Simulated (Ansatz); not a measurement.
Calculated with Ansatz (gas phase, PBE0-D4/def2-TZVP geometries, no zero-point term in ΔE). CCSD(T)/CBS is the MP2 limit (def2-TZVPP, def2-QZVPP) plus CCSD(T) − MP2 in def2-TZVPP, frozen cores. This one scheme is used for every species. DFT in def2-TZVPP. Each species was taken in one conformer, which may not be the lowest.

`CC(C)BS` + `SS` → `CSS` + `CCBS`  (substitution at a C–C bond)

| level | ΔE (kJ/mol) |
| --- | --- |
| revPBE-D4 | -9.3 |
| r2SCAN-D4 | -9.3 |
| CAM-B3LYP | -7.8 |
| HF/def2-QZVPP | -7.3 |

Problem. What does CCSD(T)/CBS give? (Best estimate.)

Solution. Computed: -4.1 kJ/mol. The listed levels differ from it by -5.2, -5.2, -3.7, -3.2 kJ/mol.

Largest T1 diagnostic among the species: 0.012.

From BLYP to BHLYP (50 % exact exchange), in def2-TZVPP and without D4, ΔE moves by +5.7 kJ/mol. In def2-TZVPP, CCSD(T) changes the Hartree–Fock value by +6.2 kJ/mol (the triples alone add −0.4 kJ/mol) and MP2 by +4.5 kJ/mol. Leaving LDA and LC-ωPBE aside and taking each functional with its dispersion term where it has one, the values, not all of them listed here, spread over 4.9 kJ/mol, from PBE-D4 to ωB97M-V. LDA lies +6.9 kJ/mol from PBE without D4.
